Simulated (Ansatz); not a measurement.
# Cost against result

Saddle point of SiHCl$_{2}$F, closed shell (SiClF + HCl → SiCl₂ + HF; bonds formed: Si1–Cl5, F2–H3; bonds broken: Si1–F2, H3–Cl5), PBE0-D4/def2-TZVP structure:

```json
{"atom": "Si1", "x (Å)": "0.8718", "y (Å)": "0.1477", "z (Å)": "0.6996"}
{"atom": "F2", "x (Å)": "0.6044", "y (Å)": "0.0134", "z (Å)": "-1.1387"}
{"atom": "H3", "x (Å)": "-0.2707", "y (Å)": "-0.7022", "z (Å)": "-0.8497"}
{"atom": "Cl4", "x (Å)": "-0.2287", "y (Å)": "1.8960", "z (Å)": "0.9355"}
{"atom": "Cl5", "x (Å)": "-0.9767", "y (Å)": "-1.3549", "z (Å)": "0.3532"}
```

Barriers are electronic and count from the start structure reached by relaxing down the imaginary mode.

Program: Ansatz 0.2.0. Basis: as named in each row. Cores are frozen in the correlated methods. B3LYP uses VWN-RPA correlation. Extrapolation: Hartree–Fock as exp(−7.88 √X), correlation as X^−2.97.

Times are rough, for one single point on 2 threads of a shared host (Arm Neoverse V1).

The estimate by CCSD(T) at an estimated basis limit (MP2 extrapolated from triple and quadruple zeta, plus CCSD(T) − MP2 in triple zeta) is 0.840 eV.

| method | basis | time (s) | barrier (eV) | method less estimate |
| --- | --- | --- | --- | --- |
| SPW92 | def2-TZVPP | 1 | 0.215 | -0.625 |
| PBE-D4 | def2-TZVPP | 2 | 0.483 | -0.357 |
| BLYP-D4 | def2-TZVPP | 2 | 0.675 | -0.165 |
| B3LYP-D4 | def2-TZVPP | 2 | 0.768 | -0.072 |
| BHLYP-D4 | def2-TZVPP | 2 | 0.935 | 0.096 |
| PBE0-D4 | def2-TZVPP | 3 | 0.624 | -0.216 |
| CAM-B3LYP-D4 | def2-TZVPP | 3 | 0.804 | -0.036 |
| r2SCAN-D4 | def2-TZVPP | 4 | 0.607 | -0.233 |
| RPA on PBE | def2-TZVPP | 4 | 0.871 | 0.032 |
| B2PLYP | def2-TZVPP | 4 | 0.809 | -0.031 |
| r2SCAN0-D4 | def2-TZVPP | 5 | 0.698 | -0.142 |
| PBE-QIDH | def2-TZVPP | 5 | 0.735 | -0.104 |
| wB97X-V | def2-TZVPP | 7 | 0.795 | -0.045 |
| B97M-V | def2-TZVPP | 8 | 0.821 | -0.019 |
| wB97M-V | def2-TZVPP | 9 | 0.757 | -0.083 |
| MP2 | def2-QZVPP | 14 | 0.754 | -0.085 |
| CCSD(T) | def2-TZVPP | 42 | 0.873 | 0.034 |

All methods are single points on the PBE0-D4 structures.

T1 diagnostic: at most 0.013.
